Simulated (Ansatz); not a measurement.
Molecule: sum formula InHCl$_{2}$, charge 0, multiplicity 1. 
Structure (B3LYP-D3(BJ)/def2-TZVP (Ansatz, a program for electronic structure) minimum search):
```
In
H 1 1.6992
Cl 1 2.3340 2 124.06
Cl 1 2.3340 2 124.06 3 -180.00
```
Charge 0, spin multiplicity 1.

Parts of the frozen-core correlation energy in def2-SVPD (Ansatz, hartree). Frozen orbitals: 19; correlated occupied orbitals by spin: 9 and 9; virtual: 66 and 66. No spin-orbit coupling. In def2 rows, elements after Kr have scalar-relativistic effective core potentials.

```csv
term,value
reference (HF),-1108.61568
MP2 opposite-spin,-0.25648
MP2 same-spin,-0.08865
CCSD correlation,-0.37684
(T),-0.00985
T1 diagnostic,0.011
largest doubles amplitude,0.022
```
